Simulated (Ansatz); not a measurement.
Geometry optimisation, RHF/def2-SVP (Ansatz 0.2.0).

Input:

```yaml
crystal:
  periodic: [false, false, false]
  atoms:
    - { symbol: Al, position_ang: [0.0, 0.0, 0.0] }
    - { symbol: O, position_ang: [0.0, 0.0, 2.13] }
    - { symbol: Si, position_ang: [-1.3147, -0.4067, 3.0936] }
    - { symbol: H, position_ang: [-2.239, -1.2403, 2.3304] }
    - { symbol: H, position_ang: [-0.8506, -1.1432, 4.2657] }
    - { symbol: H, position_ang: [-1.9987, 0.8095, 3.5233] }
    - { symbol: H, position_ang: [1.351, 0.0, -0.78] }
    - { symbol: H, position_ang: [-1.351, 0.0, -0.78] }
    - { symbol: F, position_ang: [0.0892, 1.8864, 0.6275] }
    - { symbol: H, position_ang: [0.0593, 1.2535, 1.7062] }
basis:
  gaussian: { orbitals: def2-SVP }
hamiltonian:
  xc: hf
relax:
  f_tol: 0.15
  max_steps: 25
  restrain:
    - { distance: [0, 8], at: 2.89, k: 30.0 }
    - { distance: [9, 1], at: 2.21, k: 30.0 }
    - { distance: [0, 1], at: 1.78, k: 30.0 }
    - { distance: [9, 8], at: 0.92, k: 30.0 }
```

Run as:

```bash
$ ansatz run input.yaml --threads 1 --pin off --max-ram 2048MiB --backend cpu --events-out ev --progress --plain --runs-dir out
```

Task: Where does it end, and by what steps?

Result: The run converged. The restraints hold the end off the free minimum; the threshold counts their pulls, which the force column leaves out. Restrained pairs: Al1–F9 (1.99 → 2.88 Å), O2–H10 (1.32 → 2.21 Å), Al1–O2 (2.13 → 1.75 Å), F9–H10 (1.25 → 0.91 Å). After 8 steps the energy has fallen by 1.122 eV (the restraints' own energy left out); H10 moved furthest, 0.80 Å.

```json
{"step": "0", "energy less start (eV)": "0.0000", "largest force component (eV/Å)": "3.003", "accepted": "yes"}
{"step": "1", "energy less start (eV)": "0.0006", "largest force component (eV/Å)": "3.566", "accepted": "yes"}
{"step": "2", "energy less start (eV)": "-0.3786", "largest force component (eV/Å)": "2.151", "accepted": "yes"}
{"step": "3", "energy less start (eV)": "-0.6023", "largest force component (eV/Å)": "1.550", "accepted": "yes"}
{"step": "4", "energy less start (eV)": "-0.9784", "largest force component (eV/Å)": "1.066", "accepted": "yes"}
{"step": "5", "energy less start (eV)": "-1.0163", "largest force component (eV/Å)": "1.414", "accepted": "yes"}
{"step": "6", "energy less start (eV)": "-1.0886", "largest force component (eV/Å)": "1.400", "accepted": "yes"}
{"step": "7", "energy less start (eV)": "-1.1065", "largest force component (eV/Å)": "0.901", "accepted": "yes"}
{"step": "8", "energy less start (eV)": "-1.1220", "largest force component (eV/Å)": "0.927", "accepted": "yes"}
```

```xyz
10
Properties=species:S:1:pos:R:3
Al -0.084 -0.208 0.000
O -0.458 -0.082 1.708
Si -1.360 -0.515 3.010
H -2.462 -1.424 2.609
H -0.521 -1.205 4.017
H -1.943 0.698 3.632
H 1.419 -0.423 -0.389
H -1.293 -0.232 -1.001
F 0.314 2.506 0.883
H 0.134 2.044 1.648
```

Time of the run: 15 s on 1 thread of Arm Neoverse V2 (shared host), peak memory 0.17 GiB.
